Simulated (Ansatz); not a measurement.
Ansatz (a first-principles code) input:

Ansatz 0.2 input:
```yaml
crystal:
  periodic: [false, false, false]
  atoms:
    - {symbol: C, position_ang: [-1.15878554, -0.23099395, -0.04654759]}
    - {symbol: Si, position_ang: [0.47520641, 0.09472832, 0.01908870]}
    - {symbol: H, position_ang: [-2.20799381, -0.44014462, -0.08869354]}
    - {symbol: H, position_ang: [1.49426260, -0.96659357, 0.10401088]}
    - {symbol: H, position_ang: [1.01355473, 1.46650544, -0.00327365]}
basis:
  gaussian:
    orbitals: def2-TZVP
hamiltonian:
  xc: {name: PBE0}
magnetization: {spin_polarized: true, initial_magnetization: 1}
```

Q: Which total energy does the run end on?

A: -329.10598 Eh (PBE0/def2-TZVP). The basis has 86 functions.

It need not be the lowest isomer of its formula.
